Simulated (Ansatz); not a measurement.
System: sum formula Si₂N₃H₉, charge 0, multiplicity 1. SMILES: N[SiH2][SiH](N)N
Geometry from a B3LYP-D3(BJ)/def2-TZVP (Ansatz, a program for electronic structure) optimisation:
```xyz
14

N      1.4188    -1.7102     0.0642
Si     1.5191     0.0216     0.0353
Si    -0.7083     0.7627    -0.0630
N     -1.4295     0.0813     1.3525
N     -1.6184     0.1870    -1.4099
H      0.7130    -2.1353     0.6464
H      2.2497    -2.2810     0.0324
H      2.2477     0.6216     1.1977
H      2.2965     0.4166    -1.1682
H     -0.7853     2.2462    -0.1983
H     -0.9419     0.1060     2.2349
H     -2.4282     0.1506     1.4854
H     -1.7241     0.7754    -2.2212
H     -1.5744    -0.7870    -1.6687
```

Computed values are from Ansatz. Cores are frozen in the correlated levels unless marked. UHF or UKS for open shells. No spin-orbit coupling. No relativistic terms. CBS(X,Y): correlation extrapolated as X^-3; Hartree-Fock from the larger set.

Question: What is the total energy at CCSD(T)/CBS(cc-pV(T+d)Z,cc-pV(Q+d)Z)?

Answer: -747.7524 Eh.

Question: What is the atomisation energy De at CCSD(T)/CBS(cc-pV(T+d)Z,cc-pV(Q+d)Z)?

Answer: 4683.2 kJ/mol.

Question: What is the dipole moment at CCSD(T)/aug-cc-pV(D+d)Z?

Answer: 1.12 D.

Question: What is the T1 diagnostic at CCSD/cc-pV(Q+d)Z?

Answer: 0.011.
